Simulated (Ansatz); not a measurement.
H2IIn (SMILES [InH2][I]) moved off its minimum; all values from Ansatz (an electronic-structure program), cores frozen in correlated methods. Elements past Kr take the def2 small-core potentials, without spin–orbit coupling.
(charge 0, multiplicity 1)
```xyz
4

In    -0.73048    -1.11363     0.21455
H     -0.06821    -2.20174     1.39363
H     -2.12497    -1.26735    -0.81928
I      0.70695     1.10747    -0.18905
```

Task: Give the forces (eV/Å), the total energy and the dipole at CCSD(T)/def2-TZVPPD.

Result: 
```csv
atom,Fx,Fy,Fz
In1,-0.111,-0.214,-0.097
H2,-0.035,-0.019,0.046
H3,0.010,-0.005,0.074
I4,0.136,0.239,-0.023
```
Energy -487.3244 hartree, dipole 2.17 D.
